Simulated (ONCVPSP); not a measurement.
Before and after: ONCV potential for osmium

| Item | Value |
| --- | --- |
| Element | Os |
| Generator | ONCVPSP 4.0.1 |
| Type | optimised norm-conserving Vanderbilt (ONCV) |
| Functional | PBEsol |
| Relativity | scalar-relativistic |
| Frozen core | [Kr] 4d10 4f14 |
| Valence charge | 16 |
| Reference configuration | 5s2 5p6 5d7 6s1 |
| Partial waves | 5s+6s: rc 1.65 bohr, ncon 4, nbas 7, qcut 8.9 1/bohr, 2 projectors; 5p: rc 1.60 bohr, ncon 4, nbas 8, qcut 10.5 1/bohr, 2 projectors, debl 3 Ha; 5d: rc 2.35 bohr, ncon 4, nbas 8, qcut 6 1/bohr, 2 projectors, debl 3 Ha |
| Local potential | polynomial inside 1.20 bohr (lpopt 5, dvloc0 -1 Ha) |
| Core correction | Teter function, parameters optimised by the program |

Change: s: rc 2.26.

Cutoffs: the cutoffs (Ha) at which the residual kinetic energy of the hardest occupied pseudo-wave falls to 1 and 0.1 mHa per electron; they do not see the model core or the augmentation charge, which bear on the density cutoff. Errors are all-electron minus pseudo energies relative to the spin-unpolarised reference configuration.

Question: Predict the effect on cutoff, ghosts and configuration errors.

Answer: The potential gets neither clearly harder nor softer (31 Ha and 38 Ha → 31 Ha and 38 Ha); the p channel sets the loose cutoff, while the largest relative change is in s, which becomes softer; of the 4 tests that both files solve, the error grows in 2 and shrinks in 1 by more than 15 % and 0.3 meV (median size 6.0 → 5.7 meV); neither file shows a bound ghost.

| quantity | base | changed |
| --- | --- | --- |
| cutoff, loose | 31 Ha | 31 Ha |
| cutoff, tight | 38 Ha | 38 Ha |
| loose cutoff by channel | s 25 Ha, p 31 Ha, d 13 Ha | s 15 Ha, p 31 Ha, d 13 Ha |
| bound ghosts | none | none |
| GHOST(+) flags under 300 eV | s at 169.4 eV | s at 97.0 eV |
| error for 5s2 5p6 5d6 6s2, meV [ΔE -0.33 eV] | +7.1 | +5.0 |
| error for 5s2 5p6 5d6 6s1, meV [ΔE 9.30 eV] | +2.4 | +2.3 |
| error for 5s2 5p6 5d6 6s0, meV [ΔE 26.24 eV] | -4.8 | -6.3 |
| error for 5s1 5p6 5d6 6s2, meV [ΔE 97.96 eV] | -346 | -756 |
| p: phases at 1.63 bohr within 0.05 rad from the reference energy up to (Ha; the scan ends near 5) | to the end of the scan | to the end of the scan |
| d: phases at 2.39 bohr within 0.05 rad from the reference energy up to (Ha; the scan ends near 5) | to the end of the scan | to the end of the scan |
| rms error of d²Exc/dni dnj with the model core, mHa | 0.19 | 0.77 |
